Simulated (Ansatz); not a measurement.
Caution, from a PySCF single point (PBE0-D3(BJ)/def2-TZVP) at this geometry: the restricted solution is unstable towards spin-unrestricted or complex orbitals, so a lower solution exists and this singlet may not be the ground state. This singlet lies 0.27 eV below the relaxed triplet at the level B3LYP/cc-pVTZ // PBE0-D3(BJ)/def2-TZVP (Ansatz, a program for electronic structure); other levels give the other order.

A geometry relaxed with PBE0-D3(BJ)/def2-TZVP in Ansatz, charge 0, multiplicity 1:

```xyz
5

C     -0.4530     0.3102    -1.3753
C      0.0687    -0.0347    -0.1087
C      0.7148    -0.4336     0.8350
F     -1.5988     0.9351    -1.2406
H      1.2683    -0.7770     1.6789
```

### Question
Write the SMILES of this molecule.

### Answer
`C#C[C]F`
